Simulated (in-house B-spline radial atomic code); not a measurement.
## How G0W0 and RPA depend on the start: F⁻

Configuration [He] 2s2 2p6. Computed with an all-electron radial atomic-structure program (B-spline basis): all electrons, scalar-relativistic (spin-free one-electron X2C), finite nucleus, each spin shell either full or empty, empty states to l = 9 with an (l + 1/2)⁻⁴ tail; G0W0 by contour deformation at full frequency.

| start | mean-field 2p (eV) | G0W0 (eV) | QP weight | RPA correlation (Eh) |
| --- | --- | --- | --- | --- |
| Hartree-Fock | -4.915 | -3.605 | 0.901 | -0.50878 |
| LC-wPBE | -3.097 | -3.741 | 0.846 | -0.55983 |
| wB97X | -2.849 | ? | ? | ? |
| BHandHLYP | -1.966 | ? | ? | ? |
| CAM-B3LYP | -1.856 | -3.308 | 0.783 | -0.57298 |

**Question.** What G0W0 level, weight and RPA correlation energy follow from the wB97X start?

**Answer.** G0W0 level -3.731 eV, weight 0.841, RPA correlation -0.56001 hartree.

**Question.** What G0W0 level, weight and RPA correlation energy follow from the BHandHLYP start?

**Answer.** G0W0 level -3.100 eV, weight 0.807, RPA correlation -0.55806 hartree.

**Question.** How much of the dependence on the start does G0W0 remove?

**Answer.** The mean-field levels span 3.06 eV and the G0W0 levels 0.641 eV. Against 3.401 eV (electron affinity of the neutral atom) the G0W0 removal energies are off by -0.30 to +0.34 eV.
